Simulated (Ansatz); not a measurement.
PBE exchange is replaced step by step with exact exchange (0 % is PBE, 25 % PBE0; no dispersion term), basis def2-SVPD, Ansatz. System: the cluster B7⁻. The state is a singlet with charge -1. Geometry: PBE-D4/def2-SVPD.

Geometry of the singlet:

Cartesian coordinates in Å:
```
B -0.117 -1.185 0.919
B -0.096 -0.075 -1.743
B -0.402 -1.252 -0.730
B 0.495 0.064 1.674
B -0.072 1.264 0.811
B 0.548 -0.014 -0.094
B -0.357 1.197 -0.837
```

The restricted singlet is unstable towards broken spin symmetry in Hartree–Fock (as tested in another run); at PBE-D4/def2-SVPD, PBE with 10 % exact exchange/def2-SVPD, PBE with 15 % exact exchange/def2-SVPD, PBE0-D4/def2-SVPD and others this wasn't settled. The structure comes from a short search, and lower isomers may exist.

```json
{"exact exchange (%)": "10", "HOMO (eV)": "-0.64", "LUMO (eV)": "1.40", "gap (eV)": "2.05"}
{"exact exchange (%)": "15", "HOMO (eV)": "-0.78", "LUMO (eV)": "1.57", "gap (eV)": "2.35"}
{"exact exchange (%)": "25", "HOMO (eV)": "-1.06", "LUMO (eV)": "1.91", "gap (eV)": "2.97"}
{"exact exchange (%)": "40", "HOMO (eV)": "-1.49", "LUMO (eV)": "2.40", "gap (eV)": "3.89"}
```

Task: Fit a straight line to the column «gap (eV)» against the share of exact exchange and predict its value at 0 %.

Result: With x = exact exchange (%) and y = gap (eV): mean x = 22.5, mean y = 2.815; Σ(x − x̄)(y − ȳ) = 32.25, Σ(x − x̄)² = 525; slope b = 0.06143, intercept a = ȳ − b·x̄ = 1.433. The residuals of the fitted rows reach 0.00. At x = 0 the line gives 1.433 + (0.06143 × 0) = 1.43; the run gave 1.43, the same within rounding.
